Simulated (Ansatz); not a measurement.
Cost against result

Saddle point of AlH₅SO₂, closed shell (AlH₃O₂ ([OH][AlH][OH]) + H₂S → AlH₃SO₂ ([OH][Al]([OH])[SH]) + H₂; bonds formed: H2–H5; dative contacts that become bonds: Al1–S6; bonds broken: Al1–H2, H5–S6), PBE0-D4/def2-TZVP structure:

Al1  (-0.312, 0.093, 0.214)
H2  (-0.431, 1.362, -0.903)
O3  (-0.859, -1.399, -0.388)
O4  (-0.560, 0.747, 1.756)
H5  (0.723, 1.100, -0.956)
S6  (1.959, 0.219, -0.505)
H7  (-1.759, -1.708, -0.317)
H8  (-0.450, 0.262, 2.571)
H9  (1.687, -0.676, -1.472)
(Å)

Barriers are electronic and count from the start structure reached by relaxing down the imaginary mode.

Ansatz 0.2.0; basis: as named in each row; cores frozen in the correlated methods. B3LYP uses VWN-RPA correlation. Extrapolation: Hartree–Fock as exp(−7.88 √X), correlation as X^−2.97.

Times are rough, for one single point on 4 threads of a shared host (Intel Xeon).

The estimate by CCSD(T) at an estimated basis limit (MP2 extrapolated from triple and quadruple zeta, plus CCSD(T) − MP2 in triple zeta) is 0.773 eV.

```csv
method,basis,time (s),barrier (eV),method less estimate
HF,STO-3G,under 1,2.318,1.545
PBE-D4,STO-3G,under 1,1.024,0.251
SPW92,def2-SVP,under 1,0.186,-0.587
PBE-D4,def2-SVP,1,0.372,-0.401
B3LYP-D4,6-31G,1,0.888,0.115
PBE0-D4,def2-SVP,2,0.523,-0.250
SPW92,def2-TZVPP,2,0.298,-0.475
PBE-D4,def2-TZVPP,3,0.466,-0.307
BLYP-D4,def2-TZVPP,3,0.609,-0.164
CCSD(T),def2-SVP,4,0.801,0.028
BHLYP-D4,def2-TZVPP,4,0.864,0.091
B3LYP-D4,def2-TZVPP,4,0.699,-0.074
PBE0-D4,def2-TZVPP,4,0.594,-0.179
CAM-B3LYP-D4,def2-TZVPP,4,0.773,0.000
r2SCAN-D4,def2-TZVPP,5,0.509,-0.264
wB97M-V,def2-SVP,6,0.672,-0.101
r2SCAN0-D4,def2-TZVPP,6,0.620,-0.154
B2PLYP,def2-TZVPP,7,0.744,-0.029
PBE-QIDH,def2-TZVPP,7,0.709,-0.064
RPA on PBE,def2-TZVPP,7,0.820,0.047
B97M-V,def2-TZVPP,8,0.626,-0.147
wB97X-V,def2-TZVPP,9,0.798,0.025
wB97M-V,def2-TZVPP,10,0.777,0.004
MP2,def2-QZVPP,24,0.728,-0.045
CCSD(T),def2-TZVPP,66,0.799,0.026
```

All methods are single points on the PBE0-D4 structures.

T1 diagnostic: at most 0.013.

Exchanges of this kind with a chalcogen hydride build sulfide and selenide films.

Labels in which every atom is bracketed show which atoms are joined, not bond orders.
